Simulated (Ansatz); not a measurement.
Cost and result for the atomization energy of `C[SiH2]C(=O)[SiH3]` (13 atoms, 12 bonds).

```xyz
13

C     0.357    2.293    0.670
Si   -0.573    0.692    0.483
C     0.550   -0.605   -0.422
O     1.677   -0.282   -0.740
Si   -0.088   -2.394   -0.825
H    -0.247    3.043    1.185
H     1.274    2.131    1.241
H     0.638    2.684   -0.310
H    -1.816    0.839   -0.326
H    -0.963    0.097    1.792
H    -0.509   -3.043    0.446
H    -1.283   -2.279   -1.704
H     0.982   -3.176   -1.489
```

Total charge 0; spin multiplicity 1. Geometry: relaxed with PBE0-D4/def2-TZVP. It is one conformer, not always the lowest. Program: Ansatz. All runs use 4 threads of an Arm Neoverse V2 on a shared host. Times are those of one run each, without the atoms' runs, and a repeat can differ threefold. Electronic energies, without spin–orbit coupling; frozen cores. CCSD(T)/CBS adds CCSD(T) − MP2 in def2-TZVPP to the MP2 limit, and its time is that of the two runs behind it. T1 = 0.015. HSE06 is the plane-wave form, built on full-range PBE exchange.

CCSD(T)/CBS is a level of theory with its own doubt, some kJ/mol a heavy atom from the limit and from the frozen cores, so smaller differences don't rank the functionals.

| level | functions | wall time |
| --- | --- | --- |
| LDA (SPW92)/def2-TZVPP | 289 | 1.4 s |
| revPBE-D4/def2-TZVPP | 289 | 2.2 s |
| PBE-D4/def2-TZVPP (with forces) | 289 | 2.7 s |
| PBE0-D4/def2-TZVPP | 289 | 3.2 s |
| BHLYP-D4/def2-TZVPP | 289 | 3.4 s |
| HSE06-D4/def2-TZVPP | 289 | 3.5 s |
| CAM-B3LYP-D4/def2-TZVPP | 289 | 3.8 s |
| r2SCAN-D4/def2-TZVPP (with forces) | 289 | 5.5 s |
| CCSD(T)/def2-SVP | 118 | 6 s |
| PBE-QIDH/def2-TZVPP | 289 | 7 s |
| MP2/def2-QZVPP | 551 | 29 s |
| CCSD(T)/def2-TZVPP | 289 | 3.7 min |
| CCSD(T)/CBS(def2) | – | 4.2 min |

Question: What atomization energy does each give, and how far from CCSD(T)/CBS? (Best estimate.)

Answer: Computed: 
```
                             level  atomization (kcal/mol)  difference from CCSD(T)/CBS  per bond
            LDA (SPW92)/def2-TZVPP                  1232.0                        140.7      11.7
              revPBE-D4/def2-TZVPP                  1081.8                         -9.5      -0.8
   PBE-D4/def2-TZVPP (with forces)                  1103.2                         11.9       1.0
                PBE0-D4/def2-TZVPP                  1086.5                         -4.8      -0.4
               BHLYP-D4/def2-TZVPP                  1064.6                        -26.7      -2.2
               HSE06-D4/def2-TZVPP                  1087.2                         -4.1      -0.3
           CAM-B3LYP-D4/def2-TZVPP                  1095.2                          3.9       0.3
r2SCAN-D4/def2-TZVPP (with forces)                  1093.1                          1.8       0.2
                  CCSD(T)/def2-SVP                  1029.5                        -61.8      -5.1
               PBE-QIDH/def2-TZVPP                  1079.0                        -12.3      -1.0
                    MP2/def2-QZVPP                  1087.9                         -3.4      -0.3
                CCSD(T)/def2-TZVPP                  1063.5                        -27.8      -2.3
                 CCSD(T)/CBS(def2)                  1091.3                          0.0       0.0
```

From BLYP to BHLYP (50 % exact exchange), in def2-TZVPP and without D4, the atomization energy moves by −18.7 kcal/mol: exact exchange takes away binding that semilocal exchange gives to molecules. Leaving LDA and LC-ωPBE aside and taking each functional with its dispersion term where it has one, the values spread over 38.7 kcal/mol, from BHLYP-D4 to PBE-D4. LDA lies +135.4 kcal/mol from PBE without D4, its usual overbinding. The D4 term adds +10.7 kcal/mol with B3LYP and +5.7 kcal/mol with PBE0; it sums over pairs of atoms, weighted by their polarisabilities, and B3LYP, whose exchange is more repulsive, gets the larger term.

B3LYP here is the variant with VWN-RPA as its local correlation; programs differ in this.
